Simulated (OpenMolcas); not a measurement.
## Multiconfigurational calculation on Pd3+

Pd3+ with its 8 nearest fluoride ions at 2.258 Å, on the Ca site of CaF2 (a = 5.46294 Å, distance in the model lattice 2.366 Å). The rest of the host is ab initio model potentials to 7.6 Å and point charges beyond; the distance is set by hand and nothing relaxes, and no local charge compensation is placed. Ligand basis ANO-RCC-VDZP.

Input, with the lattice sites abridged:

```
&GATEWAY
Basis set
Pd.ANO-RCC-VDZP.
Pd1 0.0 0.0 0.0 Angstrom
End of basis
Basis set
F.ANO-RCC-VDZP.
L1 1.303657 1.303657 1.303657 Angstrom
L2 1.303657 1.303657 -1.303657 Angstrom
L3 1.303657 -1.303657 1.303657 Angstrom
L4 1.303657 -1.303657 -1.303657 Angstrom
End of basis
Basis set
Ca.EMB-AIMP.Pascual.0s.0s.ECP.CaF2.
PseudoCharge
* 21 symmetry-unique lattice sites within 7.6 angstrom
End of basis
Basis set
F.EMB-AIMP.Pascual.0s.0s.ECP.CaF2.
PseudoCharge
* 40 symmetry-unique lattice sites within 7.6 angstrom
End of basis
Symmetry
XYZ
AngMom=0.0 0.0 0.0
AMFI
RICD
XField
1348 Angstrom 0
* Evjen-weighted lattice charges
&SEWARD
* reference wave functions (RASSCF and RASSI steps not shown): 7 electrons in 5 orbitals (4d)
>>> COPY JOB001 $Project.JobIph
&CASPT2
Multistate=10 1 2 3 4 5 6 7 8 9 10
NoMult
Frozen=12 10
IPEA=0.25
Imaginary=0.1
MaxIter=60
WThr=0.0 0.3 0.05
PrWF=0.5
NoMix
>>> COPY JOB002 $Project.JobIph
&CASPT2
Multistate=40 1 2 3 4 5 6 7 8 9 10 11 12 13 14 15 16 17 18 19 20 21 22
23 24 25 26 27 28 29 30 31 32 33 34 35 36 37 38 39 40
NoMult
Frozen=12 10
IPEA=0.25
Imaginary=0.1
MaxIter=60
WThr=0.0 0.3 0.05
PrWF=0.5
NoMix
```

Launched by
```bash
OMP_NUM_THREADS=1 MOLCAS_MEM=2457 MOLCAS_PROJECT=a pymolcas a.inp > a.log  # once for each step of the input, in one work folder
```

Output, cut to the results:

```
--- CASPT2 ---
Orbital specifications:
      -----------------------

      Symmetry species                           1   2
                                                ag  au
      Frozen orbitals                           12  10
      Inactive orbitals                         17  19
      Active orbitals                            5   0
      Secondary orbitals                        43  49
      Deleted orbitals                           0   0
      Number of basis functions                 77  78
Type of calculation                        SS-CASPT2
      Fock operator                              state-specific
      IPEA shift                                 0.25
      Real shift                                 0.00
      Imaginary shift                            0.10
      The input orbitals will be transformed to quasi-canonical
Reference energy:       -5840.0349823946
      E2 (Non-variational):      -2.0281042948
      Shift correction:          -0.0014807656
      E2 (Variational):          -2.0295850604
      Total energy:           -5842.0645674550
      Residual norm:              0.0000003164
      Reference weight:           0.67308
      Contributions to the CASPT2 correlation energy
      Active & Virtual Only:         -0.1157863844
      One Inactive Excited:          -0.2434596154
      Two Inactive Excited:          -1.6688582950
Reference energy:       -5839.9912748007
      E2 (Non-variational):      -2.0127742759
      Shift correction:          -0.0018521343
      E2 (Variational):          -2.0146264102
      Total energy:           -5842.0059012108
      Residual norm:              0.0000005878
      Reference weight:           0.67271
      Contributions to the CASPT2 correlation energy
      Active & Virtual Only:         -0.1131611308
      One Inactive Excited:          -0.2458901609
      Two Inactive Excited:          -1.6537229842
::    CASPT2 Root  1     Total energy:  -5842.06456746
::    CASPT2 Root  2     Total energy:  -5842.00590121
::    CASPT2 Root  3     Total energy:  -5842.00724450
::    CASPT2 Root  4     Total energy:  -5842.00444994
::    CASPT2 Root  5     Total energy:  -5841.96863430
::    CASPT2 Root  6     Total energy:  -5841.97001630
::    CASPT2 Root  7     Total energy:  -5841.96971398
::    CASPT2 Root  8     Total energy:  -5841.92663972
::    CASPT2 Root  9     Total energy:  -5841.92851218
::    CASPT2 Root 10     Total energy:  -5841.92638520
--- CASPT2 ---
Orbital specifications:
      -----------------------

      Symmetry species                           1   2
                                                ag  au
      Frozen orbitals                           12  10
      Inactive orbitals                         17  19
      Active orbitals                            5   0
      Secondary orbitals                        43  49
      Deleted orbitals                           0   0
      Number of basis functions                 77  78
Type of calculation                        SS-CASPT2
      Fock operator                              state-specific
      IPEA shift                                 0.25
      Real shift                                 0.00
      Imaginary shift                            0.10
      The input orbitals will be transformed to quasi-canonical
Reference energy:       -5839.9625411527
      E2 (Non-variational):      -2.0622917291
      Shift correction:          -0.0019948233
      E2 (Variational):          -2.0642865524
      Total energy:           -5842.0268277050
      Residual norm:              0.0000007958
      Reference weight:           0.65859
      Contributions to the CASPT2 correlation energy
      Active & Virtual Only:         -0.1134779525
      One Inactive Excited:          -0.2687366279
      Two Inactive Excited:          -1.6800771487
Reference energy:       -5839.9625411526
      E2 (Non-variational):      -2.0623131147
      Shift correction:          -0.0020011646
      E2 (Variational):          -2.0643142793
      Total energy:           -5842.0268554319
      Residual norm:              0.0000007949
      Reference weight:           0.65852
      Contributions to the CASPT2 correlation energy
      Active & Virtual Only:         -0.1134873602
      One Inactive Excited:          -0.2687286155
      Two Inactive Excited:          -1.6800971390
::    CASPT2 Root  1     Total energy:  -5842.02682771
::    CASPT2 Root  2     Total energy:  -5842.02685543
::    CASPT2 Root  3     Total energy:  -5842.02639174
::    CASPT2 Root  4     Total energy:  -5842.03296666
::    CASPT2 Root  5     Total energy:  -5842.03300113
::    CASPT2 Root  6     Total energy:  -5842.00983356
::    CASPT2 Root  7     Total energy:  -5842.00970268
::    CASPT2 Root  8     Total energy:  -5842.01014819
::    CASPT2 Root  9     Total energy:  -5841.98082214
::    CASPT2 Root 10     Total energy:  -5841.96678627
::    CASPT2 Root 11     Total energy:  -5841.96645649
::    CASPT2 Root 12     Total energy:  -5841.96864667
::    CASPT2 Root 13     Total energy:  -5841.97381372
::    CASPT2 Root 14     Total energy:  -5841.97141075
::    CASPT2 Root 15     Total energy:  -5841.97312726
::    CASPT2 Root 16     Total energy:  -5841.95970414
::    CASPT2 Root 17     Total energy:  -5841.96198496
::    CASPT2 Root 18     Total energy:  -5841.93998803
::    CASPT2 Root 19     Total energy:  -5841.94006657
::    CASPT2 Root 20     Total energy:  -5841.94001944
::    CASPT2 Root 21     Total energy:  -5841.89312525
::    CASPT2 Root 22     Total energy:  -5841.89206719
::    CASPT2 Root 23     Total energy:  -5841.89329938
::    CASPT2 Root 24     Total energy:  -5841.90660594
::    CASPT2 Root 25     Total energy:  -5841.91147141
::    CASPT2 Root 26     Total energy:  -5841.90844548
::    CASPT2 Root 27     Total energy:  -5841.91604605
::    CASPT2 Root 28     Total energy:  -5841.90385055
::    CASPT2 Root 29     Total energy:  -5841.90435681
...
```

Spin-orbit levels above the lowest (labels of O, the rotations of Oh), with the averaged single-state CASPT2 energies on the diagonal:

```json
{"E (cm-1)": "0", "Degeneracy": "4", "Label": "Γ8", "2S+1": "4", "g": ""}
{"E (cm-1)": "6360", "Degeneracy": "4", "Label": "Γ8", "2S+1": "2", "g": ""}
{"E (cm-1)": "7770", "Degeneracy": "2", "Label": "Γ6", "2S+1": "2", "g": "1.06 1.06 1.06"}
{"E (cm-1)": "8620", "Degeneracy": "4", "Label": "Γ8", "2S+1": "2", "g": ""}
{"E (cm-1)": "11740", "Degeneracy": "2", "Label": "Γ7", "2S+1": "2", "g": "1.25 1.25 1.25"}
{"E (cm-1)": "12710", "Degeneracy": "4", "Label": "Γ8", "2S+1": "2 (66 %)", "g": ""}
{"E (cm-1)": "13290", "Degeneracy": "2", "Label": "Γ6", "2S+1": "4", "g": "1.68 1.68 1.68"}
{"E (cm-1)": "13340", "Degeneracy": "4", "Label": "Γ8", "2S+1": "4 (83 %)", "g": ""}
{"E (cm-1)": "13910", "Degeneracy": "4", "Label": "Γ8", "2S+1": "4 (71 %)", "g": ""}
{"E (cm-1)": "14020", "Degeneracy": "2", "Label": "Γ7", "2S+1": "4", "g": "3.36 3.36 3.36"}
{"E (cm-1)": "17950", "Degeneracy": "2", "Label": "Γ6", "2S+1": "2 (65 %)", "g": "1.91 1.91 1.91"}
{"E (cm-1)": "20110", "Degeneracy": "4", "Label": "Γ8", "2S+1": "2", "g": ""}
{"E (cm-1)": "21200", "Degeneracy": "2", "Label": "Γ6", "2S+1": "2 (52 %)", "g": "1.36 1.36 1.36"}
{"E (cm-1)": "21290", "Degeneracy": "4", "Label": "Γ8", "2S+1": "4 (88 %)", "g": ""}
{"E (cm-1)": "21860", "Degeneracy": "4", "Label": "Γ8", "2S+1": "4 (63 %)", "g": ""}
{"E (cm-1)": "21970", "Degeneracy": "2", "Label": "Γ6", "2S+1": "2 (83 %)", "g": "1.18 1.18 1.18"}
{"E (cm-1)": "21990", "Degeneracy": "2", "Label": "Γ7", "2S+1": "2 (77 %)", "g": "1.36 1.36 1.37"}
{"E (cm-1)": "21990", "Degeneracy": "4", "Label": "Γ8", "2S+1": "2", "g": ""}
{"E (cm-1)": "22680", "Degeneracy": "2", "Label": "Γ7", "2S+1": "4 (73 %)", "g": "0.93 0.93 0.93"}
{"E (cm-1)": "24330", "Degeneracy": "4", "Label": "Γ8", "2S+1": "2 (63 %)", "g": ""}
```

Roots that are degenerate in the reference are averaged as groups; the widest CASPT2 spread within a group is 1100 cm-1 (the 3-fold group of multiplicity 2 near 34200 cm-1 above the lowest state of its run). Shifts and gaps below about the spread of the groups concerned are not significant. Over all roots computed the reference weight is 0.64 to 0.68; a low but even weight reflects the number of correlated electrons. The least metal-like active orbital is 85 % on the metal (Löwdin) and no ligand orbital is active, so the numbers are rough. Ligand-to-metal charge-transfer states are missing. With no ligand orbital active B as a rule stays too high, so bands that hang on it stand too high and its fall with covalency is understated. With one d shell and no ligand orbital active, 10Dq can be off by a tenth or more. No measured value stands beside these numbers; the geometry was set by hand and not optimised.

The CASPT2 steps took 4.9 min on 1 thread of Arm Neoverse V1, with other jobs on the host; the integral step is not counted.
